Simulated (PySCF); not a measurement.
A structure optimised at B3LYP-D3(BJ)/def2-SVP, used in a PySCF frequency run:

```
In
Cl 1 2.3504
Cl 1 2.3539 2 116.49
Se 1 2.5115 2 121.86 3 180.00
H 4 1.4779 1 90.26 2 180.00
```
Charge 0, spin multiplicity 1.

Question: Write its SMILES, formula and point group.

Answer: [Cl][In]([Cl])[SeH], Cl2HInSe, Cs

Question: What are its rotational constants (standard atomic weights)?

Answer: 1.7685, 0.89441, 0.59400 GHz
